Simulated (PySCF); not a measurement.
H₄N₂Se, SMILES N[Se]N. Geometry optimised at B3LYP-D3(BJ)/def2-TZVP. One conformer was computed; it need not be the lowest.

Computed equilibrium geometry at B3LYP-D3(BJ)/def2-TZVP (PySCF confirms it by a frequency run) as bond lengths and angles, and its point group (one conformer of several):
point group C2v.
Atoms: Se1 N2 H3 H4 N5 H6 H7. Bond lengths (Å): Se1–N2 1.848, Se1–N5 1.848, N2–H3 1.011, N2–H4 1.011, N5–H6 1.011, N5–H7 1.011. Angles (°): N2–Se1–N5 109.0, Se1–N2–H3 113.7, Se1–N2–H4 113.7, H3–N2–H4 111.1, Se1–N5–H6 113.7, Se1–N5–H7 113.7, H6–N5–H7 111.1.
Charge 0, spin multiplicity 1.
